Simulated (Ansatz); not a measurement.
System: C$_{3}$H$_{4}$O, charge 0, multiplicity 1. SMILES: C1C(C1)=O
Coordinates optimised at B3LYP-D3(BJ)/def2-TZVP (Ansatz, a quantum-chemistry and plane-wave program):
```xyz
8

C     -0.3771     1.0863     0.1628
C     -1.1239    -0.2898     0.0411
C      0.3346    -0.1776    -0.0455
O      1.3819    -0.7333    -0.1877
H     -0.3401     1.5520     1.1409
H     -0.4647     1.7796    -0.6657
H     -1.6886    -0.4755    -0.8653
H     -1.5639    -0.7030     0.9413
```
Charge 0, spin multiplicity 1.

Property: vertical triplet-singlet gap (E(triplet) - E(singlet); each state is the SCF solution reached for its spin), in kcal/mol. Cores are frozen in the correlated levels unless marked. Open shells are spin-unrestricted. Spin-orbit coupling is left out. No relativistic terms. CBS marks a two-point X^-3 extrapolation of the correlation energy; Hartree-Fock from the larger set. The bracket is a focal-point correction in the basis named.

RI-MP2/CBS(aug-cc-pVTZ,aug-cc-pVQZ)+[CCSD(T)-MP2]/aug-cc-pVTZ (Ansatz) gives 82.5 kcal/mol.

Problem. Another calculation gave 73.7 kcal/mol. Which level was it?
A. B3LYP/def2-TZVPD (Ansatz)
B. r2SCAN/def2-TZVPD (Ansatz)
C. wB97M-V/def2-TZVPD (Ansatz)

Solution. A, B3LYP/def2-TZVPD (Ansatz). The others give 78.8 (wB97M-V), 69.9 (r2SCAN) kcal/mol.
